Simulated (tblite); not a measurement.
Species: C₇H₁₁AlSi.
Bonds: C1–C2, C2–C3 (triple), C3–Al4, Al4–C5, C5–C6 (triple), C6–C7, C7–C8, C8–Si9. Hydrogens: H10, H11, H12 on C1; H13 on Al4; H14, H15 on C7; H16, H17 on C8; H18, H19, H20 on Si9.

Computed with GFN2-xTB (tblite), gas phase: L-BFGS steps from a force-field or distance-geometry start until the largest atomic force falls under 0.01 eV/Å.

Step 21: E = -632.8673 eV
```
atom  x, y, z in Å  |  force x, y, z in eV/Å
C1      5.9413    0.4809   -0.1833    0.001  -0.009  -0.003
C2      4.6770   -0.1086   -0.5678    0.000   0.015  -0.016
C3      3.6193   -0.6074   -0.9026   -0.040  -0.012  -0.028
Al4     1.8487   -1.2063   -1.4250    0.055   0.020   0.029
C5      0.2140   -0.7089   -0.5146   -0.026   0.009   0.024
C6     -0.7656   -0.2756    0.0641    0.031   0.018  -0.001
C7     -1.9824    0.2216    0.6736   -0.044  -0.013  -0.020
C8     -3.1925   -0.1623   -0.1902   -0.048   0.004  -0.006
Si9    -4.8473    0.4829    0.5137    0.034   0.000  -0.019
H10     6.3379   -0.0156    0.7014    0.007  -0.028   0.029
H11     5.8053    1.5390    0.0390   -0.006   0.026   0.006
H12     6.6606    0.3820   -0.9955    0.027  -0.006  -0.022
H13     1.7286   -2.1010   -2.6803    0.004  -0.012   0.012
H14    -2.0882   -0.1859    1.6846    0.015  -0.010  -0.039
H15    -1.9207    1.3123    0.7532    0.023  -0.023   0.027
H16    -3.0241    0.2320   -1.1963   -0.049  -0.018   0.037
H17    -3.2196   -1.2509   -0.2892   -0.005   0.049  -0.004
H18    -4.5711    1.5303    1.5021   -0.005  -0.002   0.004
H19    -5.5771   -0.6080    1.1674    0.032   0.031  -0.018
H20    -5.6495    1.0601   -0.5669   -0.006  -0.041   0.008
```

Step 22: E = -632.8680 eV
```
atom  x, y, z in Å  |  force x, y, z in eV/Å
C1      5.9443    0.4804   -0.1829    0.009   0.003  -0.002
C2      4.6808   -0.1081   -0.5711   -0.020  -0.002  -0.015
C3      3.6225   -0.6062   -0.9059   -0.019   0.000  -0.026
Al4     1.8517   -1.2048   -1.4263    0.006  -0.001   0.026
C5      0.2144   -0.7078   -0.5143   -0.005   0.006   0.013
C6     -0.7666   -0.2775    0.0644    0.022   0.027  -0.009
C7     -1.9842    0.2211    0.6736   -0.014  -0.020  -0.021
C8     -3.1955   -0.1608   -0.1893   -0.019   0.004  -0.003
Si9    -4.8493    0.4822    0.5144    0.023   0.013  -0.011
H10     6.3394   -0.0160    0.7028    0.001  -0.026   0.018
H11     5.8065    1.5382    0.0394   -0.004   0.030   0.011
H12     6.6658    0.3841   -0.9937    0.025  -0.013  -0.020
H13     1.7288   -2.1065   -2.6801    0.009   0.012   0.037
H14    -2.0893   -0.1878    1.6840    0.011  -0.005  -0.035
H15    -1.9191    1.3119    0.7540    0.013  -0.038   0.026
H16    -3.0278    0.2354   -1.1941   -0.045  -0.011   0.014
H17    -3.2232   -1.2486   -0.2909   -0.001   0.032  -0.004
H18    -4.5742    1.5314    1.5002   -0.002   0.008   0.015
H19    -5.5789   -0.6066    1.1698    0.026   0.017  -0.011
H20    -5.6511    1.0567   -0.5668   -0.017  -0.035  -0.004
```

Step 23: E = -632.8685 eV
```
atom  x, y, z in Å  |  force x, y, z in eV/Å
C1      5.9462    0.4800   -0.1828    0.011   0.009  -0.001
C2      4.6830   -0.1078   -0.5734   -0.022  -0.008  -0.012
C3      3.6244   -0.6055   -0.9086    0.007   0.014  -0.020
Al4     1.8538   -1.2035   -1.4266   -0.032  -0.018   0.022
C5      0.2147   -0.7071   -0.5140    0.016   0.003   0.003
C6     -0.7670   -0.2782    0.0646    0.006   0.028  -0.016
C7     -1.9856    0.2202    0.6731    0.015  -0.018  -0.017
C8     -3.1978   -0.1598   -0.1887    0.008   0.005   0.000
Si9    -4.8501    0.4821    0.5147    0.006   0.025   0.002
H10     6.3402   -0.0167    0.7040   -0.007  -0.018  -0.001
H11     5.8071    1.5381    0.0398    0.001   0.016   0.011
H12     6.6694    0.3852   -0.9928    0.015  -0.014  -0.007
H13     1.7291   -2.1097   -2.6790    0.011   0.025   0.050
H14    -2.0896   -0.1890    1.6831    0.005  -0.010  -0.024
H15    -1.9179    1.3108    0.7550    0.004  -0.036   0.023
H16    -3.0310    0.2373   -1.1924   -0.038   0.001  -0.012
H17    -3.2254   -1.2466   -0.2923   -0.003   0.007  -0.003
H18    -4.5763    1.5322    1.4993    0.000   0.014   0.019
H19    -5.5795   -0.6052    1.1710    0.019   0.004  -0.004
H20    -5.6526    1.0539   -0.5667   -0.024  -0.028  -0.013
```

Step 24: E = -632.8690 eV
```
atom  x, y, z in Å  |  force x, y, z in eV/Å
C1      5.9480    0.4799   -0.1827    0.008   0.010  -0.002
C2      4.6847   -0.1076   -0.5756   -0.012  -0.006  -0.006
C3      3.6259   -0.6048   -0.9114    0.026   0.024  -0.013
Al4     1.8551   -1.2024   -1.4265   -0.050  -0.028   0.019
C5      0.2151   -0.7066   -0.5137    0.032   0.001  -0.005
C6     -0.7670   -0.2782    0.0644   -0.008   0.023  -0.020
C7     -1.9866    0.2191    0.6723    0.034  -0.010  -0.010
C8     -3.1998   -0.1588   -0.1883    0.026   0.005   0.000
Si9    -4.8506    0.4826    0.5149   -0.010   0.031   0.013
H10     6.3407   -0.0177    0.7050   -0.015  -0.007  -0.021
H11     5.8077    1.5384    0.0403    0.008  -0.004   0.007
H12     6.6727    0.3858   -0.9922    0.001  -0.013   0.009
H13     1.7296   -2.1120   -2.6767    0.011   0.029   0.052
H14    -2.0896   -0.1903    1.6819    0.000  -0.021  -0.011
H15    -1.9167    1.3090    0.7562   -0.004  -0.021   0.019
H16    -3.0346    0.2389   -1.1911   -0.028   0.012  -0.034
H17    -3.2273   -1.2448   -0.2936   -0.006  -0.017  -0.002
H18    -4.5784    1.5333    1.4989    0.003   0.019   0.020
H19    -5.5796   -0.6037    1.1720    0.014  -0.006   0.003
H20    -5.6545    1.0508   -0.5668   -0.026  -0.022  -0.019
```

Q: Estimate the geometry and energy of step 25. (The exact step hangs on the optimiser's Hessian estimate; all steps are aligned on step 24, rigid shifts and turns removed.)

A: E = -632.8696 eV, largest force 0.058 eV/Å
```
atom  x, y, z in Å  |  force x, y, z in eV/Å
C1      5.9506    0.4799   -0.1827   -0.003   0.006  -0.005
C2      4.6873   -0.1074   -0.5788    0.003   0.001   0.001
C3      3.6283   -0.6035   -0.9159    0.035   0.031  -0.007
Al4     1.8561   -1.2014   -1.4259   -0.045  -0.029   0.020
C5      0.2161   -0.7056   -0.5133    0.040   0.000  -0.009
C6     -0.7670   -0.2781    0.0636   -0.019   0.012  -0.025
C7     -1.9873    0.2172    0.6711    0.042   0.002  -0.001
C8     -3.2020   -0.1575   -0.1877    0.034   0.005  -0.005
Si9    -4.8517    0.4838    0.5155   -0.024   0.031   0.022
H10     6.3412   -0.0193    0.7060   -0.023   0.006  -0.040
H11     5.8087    1.5387    0.0413    0.016  -0.027   0.003
H12     6.6776    0.3864   -0.9912   -0.015  -0.009   0.027
H13     1.7305   -2.1148   -2.6726    0.009   0.026   0.046
H14    -2.0897   -0.1925    1.6801   -0.004  -0.037   0.005
H15    -1.9152    1.3062    0.7583   -0.011   0.004   0.013
H16    -3.0401    0.2416   -1.1900   -0.013   0.021  -0.052
H17    -3.2300   -1.2426   -0.2956   -0.010  -0.037  -0.001
H18    -4.5812    1.5352    1.4989    0.004   0.024   0.018
H19    -5.5796   -0.6018    1.1736    0.009  -0.016   0.011
H20    -5.6577    1.0460   -0.5674   -0.026  -0.015  -0.021
```

The energy changes by -0.0006 eV. The first-order estimate −F·Δx gives -0.0008 eV and the mean of the old and new forces, exact on a quadratic surface, -0.0006 eV. The step makes an angle of 70° with the force vector and moves no atom by more than 0.006 Å.

The cost below is that of the whole relaxation. The run took 2.0 s wall on one thread, Arm Neoverse N1 (aarch64), shared host with 64 logical CPUs at a one-minute load of 60.
